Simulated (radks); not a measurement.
Task: Radial electron density D(r) = 4 pi r^2 rho(r) of an atom or ion with 25 electrons. Method: Dirac Kohn-Sham, LDA (Slater exchange, Perdew-Wang correlation), spin-unpolarised, spherical densities, finite nucleus; Fermi nuclear charge, rms radius of each element as measured or else 0.836 A^(1/3) + 0.57 fm; computed with a radial shooting solver on a logarithmic mesh with Libxc functionals.

```
   r/bohr * D(r) (the largest magnitude, 36.4, reaches the edge; | marks zero)
 0.002365 |*
 0.002688 | *
  0.00303 | *
 0.003417 |  *
 0.003852 |  *
 0.004343 |   *
 0.004897 |    *
 0.005566 |     *
 0.006275 |       *
 0.007075 |        *
 0.007978 |          *
 0.008995 |            *
  0.01014 |               *
  0.01153 |                  *
    0.013 |                     *
  0.01465 |                         *
  0.01652 |                             *
  0.01863 |                                *
    0.021 |                                    *
  0.02387 |                                        *
  0.02691 |                                           *
  0.03035 |                                              *
  0.03421 |                                                *
  0.03858 |                                                *
  0.04384 |                                                *
  0.04943 |                                              *
  0.05574 |                                            *
  0.06284 |                                          *
  0.07085 |                                       *
  0.07989 |                                      *
   0.0908 |                                      *
   0.1024 |                                        *
   0.1154 |                                           *
   0.1301 |                                               *
   0.1467 |                                                   *
   0.1654 |                                                      *
    0.188 |                                                      *
    0.212 |                                                   *
    0.239 |                                              *
   0.2695 |                                      *
   0.3039 |                               *
   0.3454 |                         *
   0.3894 |                     *
   0.4391 |                     *
    0.495 |                       *
   0.5582 |                         *
   0.6293 |                           *
   0.7153 |                          *
   0.8064 |                        *
   0.9093 |                    *
    1.025 |                *
    1.156 |           *
    1.303 |       *
    1.481 |    *
     1.67 |  *
    1.883 | *
    2.123 |*
    2.394 |*
    2.699 *
    3.068 *
    3.459 *
      3.9 *
```

What is the nuclear charge?

Result: Z = 27. The innermost maximum, from 1s, lies near gamma/Z bohr with gamma = sqrt(1 - (Z/c)^2) = 0.980, here 0.0363 bohr (found: 0.0392), and its height grows with Z. The density is that of the cobalt ion Co2+ in [Ar] 3d7; the configuration itself is not fixed sharply by these data, and Z only to about a unit. D(r) has 3 maxima, at r = 0.0392, 0.179, 0.660 bohr, and minima at 0.0852, 0.418 bohr, inside which lie 2.11, 10.74 electrons.
